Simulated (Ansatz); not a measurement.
Cost and result up the ladder for `CCCCCCCCB(O)O` (30 atoms). Charge 0, multiplicity 1. Geometry: PBE0-D4/def2-SVP.

```xyz
30

C     4.717   -0.481   -1.529
C     3.201   -0.575   -1.554
C     2.571   -0.606   -0.169
C     1.052   -0.690   -0.183
C     0.433   -0.743    1.207
C    -1.088   -0.850    1.228
C    -1.822    0.378    0.705
C    -3.346    0.260    0.790
B    -4.082    1.536    0.241
O    -4.809    2.307    1.105
O    -3.942    1.835   -1.087
H     5.162   -1.338   -0.997
H     5.143   -0.463   -2.544
H     5.052    0.433   -1.012
H     2.785    0.277   -2.121
H     2.894   -1.478   -2.111
H     2.979   -1.463    0.398
H     2.881    0.294    0.393
H     0.740   -1.584   -0.753
H     0.650    0.173   -0.743
H     0.863   -1.602    1.752
H     0.742    0.153    1.777
H    -1.401   -1.735    0.643
H    -1.421   -1.045    2.262
H    -1.536    0.575   -0.341
H    -1.485    1.261    1.279
H    -3.670   -0.615    0.198
H    -3.653    0.067    1.831
H    -5.223    3.083    0.716
H    -4.387    2.635   -1.381
```

Ansatz on 4 threads of Arm Neoverse V1 on a shared host. Times are rough, and most runs start from the orbitals of an earlier one. r2SCAN0-D4/def2-TZVP serves as the yardstick here, not as an exact answer. Differences are given only for rows in sets of like size (and for xTB, whose basis is part of the method), since another set adds its own error. Binding counts from free atoms at the same level (C triplet, B doublet, O triplet, H doublet; other spins of the atoms weren't run), without zero-point energy or a counterpoise term.

B3LYP takes the VWN-RPA correlation. Correlated methods freeze 11 core orbitals. The rows differ in basis, and correlated rows in double-zeta sets carry the largest basis error.

Correlated methods converge slowly with the basis, most of all in double-zeta sets.

| level | functions | wall time | binding energy per atom (eV) | difference from r2SCAN0-D4/def2-TZVP (eV) |
| --- | --- | --- | --- | --- |
| HF/STO-3G | 74 | 0.6 s | 3.92 | – |
| HF/6-31G | 137 | 1.7 s | 3.05 | – |
| B3LYP-D4/6-31G | 137 | 3.9 s | 4.17 | – |
| PBE-D4/def2-SVP | 249 | 4.5 s | 4.38 | – |
| MP2/def2-SVP | 249 | 7.5 s | 4.14 | – |
| PBE0-D4/def2-SVP | 249 | 8.5 s | 4.33 | – |
| revPBE-D4/def2-TZVP | 455 | 10 s | 4.24 | 0.02 |
| PBE-D4/def2-TZVP (with forces) | 455 | 12 s | 4.33 | 0.11 |
| r2SCAN-D4/def2-TZVP | 455 | 19 s | 4.26 | 0.04 |
| PBE0-D4/def2-TZVP | 455 | 20 s | 4.28 | 0.06 |
| r2SCAN0-D4/def2-TZVP (with forces) | 455 | 41 s | 4.22 | 0.00 |
